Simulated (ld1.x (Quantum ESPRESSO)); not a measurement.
**Transferability test, TM potential for N (Z = 7)**

| Item | Value |
| --- | --- |
| Element | nitrogen (N) |
| Generator | ld1.x (Quantum ESPRESSO) 7.5 |
| Type | norm-conserving Troullier–Martins (Kleinman–Bylander form) |
| Functional | PBE |
| Relativity | non-relativistic |
| Frozen core | [He] |
| Valence charge | 5 |
| Reference configuration | 2s1.5 2p3.5 |
| Partial waves | 2p (bound): rc 1.45 bohr; 2s (bound): rc 1.05 bohr |
| Local potential | the s channel |
| Core correction | a·sin(br)/r model core inside 0.85 bohr |

Energies are relative to the spin-unpolarised reference configuration 2s1.5 2p3.5; without spin polarisation the order of configurations can differ from experiment. The frozen-core shift is the all-electron ΔE with the core orbitals held at their reference shape minus the fully relaxed ΔE.

```tsv
valence configuration	charge	ΔE all-electron (eV)	error AE − PS (meV)	frozen-core shift (meV)
2s2 2p3	0	-5.735	+2.8	+0.1
2s2 2p2	+1	7.862	+31	+0.2
2s2 2p1	+2	36.721	+180	+1.6
2s1 2p3	+1	19.609	-7.0	+0.2
2s2 2p3.3	-0.3	-7.356	+0.7	+0.1
2s2 2p2.5	+0.5	-0.639	+11	+0.1
```

Task: What are ΔE and the potential's error for 2s2 2p0?

Result: ΔE = 83.805 eV all-electron; the error (AE − PS) is +729 meV.
